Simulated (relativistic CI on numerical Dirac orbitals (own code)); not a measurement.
How well does a small relativistic CI reproduce Sn I?

Method of calculation: Dirac-Coulomb-Breit CI, separate exchange-only KLI orbitals for each configuration, QED by a radiative potential, valence Slater integrals scaled by 0.85, configuration energies shifted to the measured levels that pair with them (semi-empirical) (own radial code, finite nucleus).

Configuration list (outside the closed core [Kr] 4d10): 5s²5p², 5s²5p6s, 5s5p³, 5s²5p6p, 5s²5p5d, 5s²5p7s, 5s²5p7p, 5s²5p6d, 5s²5p4f, 5s²5d², 5s²5p7d, 5s²5p5f, 5s²5p5g, 5s²5p6f, 5s²5p7f, 5p⁴, 5s5p²5d. Levels of other configurations are missing.

| Configuration | Term (tabulated) | J | Measured (cm⁻¹) | Computed | Error | Purity (%) |
| --- | --- | --- | --- | --- | --- | --- |
| 5s²5p² | 3P | 0 | 0.0 | 0 | 0 | 94 |
| 5s²5p² | 3P | 1 | 1691.8 | 1588 | -103 | 98 |
| 5s²5p² | 3P | 2 | 3427.7 | 3312 | -115 | 92 |
| 5s²5p² | 1D | 2 | 8613.0 | 9356 | 743 | 92 |
| 5s²5p² | 1S | 0 | 17162.5 | 15552 | -1610 | 91 |
| 5s²5p6s | 3P° | 0 | 34640.8 | 34585 | -56 | 100 |
| 5s²5p6s | 3P° | 1 | 34914.3 | 34897 | -18 | 77 |
| 5s²5p6s | 3P° | 2 | 38628.9 | 38647 | 18 | 99 |
| 5s²5p6s | 1P° | 1 | 39257.1 | 39448 | 191 | 72 |
| 5s5p³ | 5S° | 2 | 39625.5 | 39626 | 0 | 99 |
| 5s²5p6p | 3D | 1 | 42342.2 | 42470 | 128 | 68 |
| 5s²5p6p | 3D | 2 | 43430.1 | 43415 | -15 | 64 |
| 5s²5p6p | 3P | 0 | 43799.1 | 43716 | -83 | 84 |
| 5s²5p5d | 3D° | 1 | 44508.7 | 44583 | 74 | 70 |
| 5s²5p6p | 3D | 3 | 47006.8 | 47110 | 103 | 99 |
| 5s²5p6p | 3P | 2 | 47235.2 | 47282 | 47 | 59 |
| 5s²5p6p | 3S | 1 | 47805.8 | 47776 | -29 | 73 |
| 5s²5p5d | 3F° | 4 | 48107.3 | 48217 | 110 | 98 |
| 5s²5p6p | 1D | 2 | 48189.8 | 48198 | 8 | 68 |
| 5s²5p5d | 3P° | 2 | 48669.4 | 48646 | -23 | 68 |
| 5s²5p5d | 3P° | 1 | 48981.9 | 48983 | 1 | 72 |
| 5s²5p6p | 1S | 0 | 49406.2 | 49398 | -8 | 73 |
| 5s²5p5d | 3P° | 0 | 49487.1 | 49383 | -104 | 93 |
| 5s²5p5d | 1F° | 3 | 49893.8 | 50091 | 197 | 65 |

Measured levels from NIST Handbook of Basic Atomic Spectroscopic Data (Sansonetti and Martin, J. Phys. Chem. Ref. Data 34, 1559 (2005)); pairs were made by configuration, J and term (by order where the table uses no LS term), so strongly mixed levels may be paired wrongly.

Mean error by configuration (cm⁻¹): 5s²5p² -271; 5s²5p6s 34; 5s5p³ 0; 5s²5p6p 19; 5s²5p5d 43. Over the excited levels the mean absolute error is 165 cm⁻¹ (23 of the 31 excited levels that our extract of the source holds in range could be paired, and the others can miss by more), and the median relative error of those above 1,000 cm⁻¹ is 0.17 %, both after the shifts were fitted to these levels, so that a configuration with one level shows no error.

Transition probabilities of persistent lines. The last column rescales the computed rate by the cube of measured over computed energy:

| λ measured (Å) | Lower | Upper | A tabulated (s⁻¹) | A computed | A rescaled |
| --- | --- | --- | --- | --- | --- |
| 2209.66 air | 5s²5p² ³P2 | 5s²5p5d ³P°2 | 5.60e+07 | 1.05e+08 | 1.05e+08 |
| 2246.06 air | 5s²5p² ³P0 | 5s²5p5d ³D°1 | 1.48e+08 | 1.51e+08 | 1.50e+08 |
| 2421.69 air | 5s²5p² ¹D2 | 5s²5p5d ¹F°3 | 2.50e+08 | 1.42e+08 | 1.47e+08 |
| 2661.24 air | 5s²5p² ³P1 | 5s²5p6s ¹P°1 | 1.53e+07 | 1.05e+07 | 1.02e+07 |
| 2706.51 air | 5s²5p² ³P1 | 5s²5p6s ³P°2 | 5.39e+07 | 6.48e+07 | 6.42e+07 |
| 2839.98 air | 5s²5p² ³P2 | 5s²5p6s ³P°2 | 1.57e+08 | 1.60e+08 | 1.58e+08 |
| 2863.32 air | 5s²5p² ³P0 | 5s²5p6s ³P°1 | 5.44e+07 | 6.18e+07 | 6.19e+07 |
| 3009.13 air | 5s²5p² ³P1 | 5s²5p6s ³P°1 | 3.55e+07 | 4.06e+07 | 4.03e+07 |
| 3034.11 air | 5s²5p² ³P1 | 5s²5p6s ³P°0 | 1.89e+08 | 2.06e+08 | 2.05e+08 |
| 3175.03 air | 5s²5p² ³P2 | 5s²5p6s ³P°1 | 8.93e+07 | 9.25e+07 | 9.16e+07 |
| 3262.33 air | 5s²5p² ¹D2 | 5s²5p6s ¹P°1 | 2.70e+08 | 1.87e+08 | 1.97e+08 |
| 3801.01 air | 5s²5p² ¹D2 | 5s²5p6s ³P°1 | 2.80e+07 | 2.34e+07 | 2.55e+07 |
| 4524.73 air | 5s²5p² ¹S0 | 5s²5p6s ¹P°1 | 2.60e+07 | 1.54e+07 | 1.22e+07 |

Configurations whose levels could be paired with our table of measured levels were shifted onto them, all but the ground configuration, by the median error of their levels; single terms can still be off by 1,000 to 2,000 cm⁻¹ or more, and rates follow the energies as ν³ (E1, M1) or ν⁵ (E2). The others borrow a shift and can be off by several thousand cm⁻¹ or more. The fine structure of a lone outer electron comes out too small, for d and f at times inverted, and misplaced configurations move strength between like terms. 23 of the 31 excited levels that our extract of the measured tables holds in this range could be paired (the sources list more); they are missed by 165 cm⁻¹ on average and 1610 at most, after the shifts were fitted to these levels, and levels without a partner can miss by more.

Shifts applied (cm⁻¹): 5s²5p² 0; 5s²5p6s -3300; 5s5p³ 4599; 5s²5p6p -2760; 5s²5p5d -3161.
